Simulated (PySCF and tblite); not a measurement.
Results of a calculation; reference values are marked as such.
Conformer ensemble of C8H16, numbered as in [CH3:1][CH:2]1[CH2:3][CH2:4][CH2:5][CH2:6][CH2:7][CH2:8]1

Level: B3LYP-D3(BJ)/def2-SVP (IEF-PCM, benzene)//GFN2-xTB, thermal terms from GFN2-xTB, symmetry numbers and mirror pairs counted. Conformers within 3 kcal/mol (GFN2-xTB free energy) were kept, 7 at most. GIAO shieldings: wB97X-D/pcSseg-1 (IEF-PCM, benzene). Shifts are against TMS (¹H), TMS (¹³C) at the same level; of two unlike H on one atom, a is the less shielded. Run with PySCF (density fitting) and tblite.

The 7-ring runs over atoms 2–3–4–5–6–7–8. Of a mirror pair one member is shown.

```
conformer                                                            shape   symmetry  E(GFN2) kcal/mol  E(DFT) kcal/mol  G(298.15 K) kcal/mol  weight %  dipole D
        1  7-ring puckered (ring torsions 90, -40, -39, 89, -74, 54, -73°)  C1 (pair)              0.08             0.08                  0.00      46.3      0.08
        2  7-ring puckered (ring torsions 90, -73, 55, -74, 89, -38, -41°)  C1 (pair)              0.00             0.00                  0.10      38.8      0.08
        3   7-ring puckered (ring torsions -59, 79, -81, 24, 51, -84, 66°)  C1 (pair)              2.17             0.64                  0.93       9.7      0.04
        4   7-ring puckered (ring torsions -89, 40, 38, -90, 73, -51, 69°)  C1 (pair)              1.87             1.21                  1.30       5.2      0.05
```

Weights (%) against temperature:

```json
{"T (K)": "250", "1": "47.6", "2": "41.0", "3": "7.8", "4": "3.6", "S(mix) cal/mol/K": "3.44"}
{"T (K)": "273.15", "1": "47.0", "2": "39.9", "3": "8.8", "4": "4.3", "S(mix) cal/mol/K": "3.50"}
{"T (K)": "298.15", "1": "46.3", "2": "38.8", "3": "9.7", "4": "5.2", "S(mix) cal/mol/K": "3.57"}
{"T (K)": "323.15", "1": "45.6", "2": "37.8", "3": "10.6", "4": "6.0", "S(mix) cal/mol/K": "3.63"}
{"T (K)": "373.15", "1": "44.4", "2": "36.1", "3": "12.1", "4": "7.5", "S(mix) cal/mol/K": "3.72"}
```

Averaged shifts at 298.15 K. ¹H: 1.65 (H3a/H8a, 2H), 1.60 (H5a/H6a, 2H), 1.59 (H4a/H7a, 2H), 1.48 (H5b/H6b, 2H), 1.48 (H2, 1H), 1.38 (H4b/H7b, 2H), 1.12 (H3b/H8b, 2H), 0.96 (H1, 3H) ppm. ¹³C: 39.2 (C3/C8), 38.1 (C2), 32.3 (C5/C6), 27.3 (C4/C7), 25.0 (C1) ppm.

Coordinates of conformer 1 (Å):

```xyz
24

C     2.687   -0.102   -0.247
C     1.258   -0.082    0.296
C     0.435   -1.200   -0.354
C    -0.871   -1.494    0.387
C    -2.076   -0.680   -0.090
C    -1.784    0.786   -0.419
C    -0.796    1.470    0.526
C     0.659    1.310    0.086
H     3.167   -1.056   -0.036
H     3.282    0.687    0.208
H     2.686    0.049   -1.325
H     1.301   -0.279    1.374
H     1.046   -2.106   -0.349
H     0.230   -0.954   -1.397
H    -1.120   -2.552    0.273
H    -0.711   -1.322    1.453
H    -2.843   -0.728    0.688
H    -2.496   -1.149   -0.983
H    -2.734    1.327   -0.402
H    -1.397    0.863   -1.437
H    -0.925    1.095    1.543
H    -1.019    2.540    0.544
H     1.272    2.026    0.641
H     0.735    1.572   -0.973
```

Shifts are unscaled: against experiment ¹³C can be off by 15 ppm or more and ¹H by 0.8 ppm.

Search and properties took 5.1 min on 1 thread of Arm Neoverse V1, on a host shared with other jobs (rough), launched as `OMP_NUM_THREADS=1 python ens_run.py task.json out`.
